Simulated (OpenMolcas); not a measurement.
Cr4+ (d2) among equal point charges was computed by CASSCF with the d shell active (OpenMolcas, ANO-RCC-VDZP on the metal). Its lowest spin-free states, and all those of the highest spin:

```tsv
2S+1	Degeneracy	E (cm-1)
3	1	0.0
3	3	754.3
3	3	1356
1	2	16533
1	3	17052
3	3	20027
1	1	25334
1	3	25517
1	2	25705
1	3	26011
1	1	61974
```

Is the site octahedral, tetrahedral or cube-like, axial, or of lower symmetry?

The states with 2S+1 = 3 have orbital degeneracies 1, 3, 3, 3. Threefold states need a cubic site. For d2 at this spin an octahedron puts the threefold T1 below the threefold T2 and a tetrahedron or cube puts the single A2 below the threefold T2, so the site is a tetrahedron or a cube, which this pattern cannot tell apart. The first gap at this spin, 754 cm-1, is |10Dq| in ligand-field theory. The run had Cr4+ among 4 point charges of -2 e arranged as a tetrahedron (Td), 2.25 Å from the ion.

Without dynamic correlation the repulsion within the d shell is too large (B by tens of per cent), so at a given field states of lower spin stand too high. The ground term spreads over less than 5000 cm-1, several times less than with real ligands, so orbital moments are less quenched and χT lies further from the spin-only value than at real sites. This is an electrostatic model: the charges have no orbitals. No measured value stands beside these numbers.
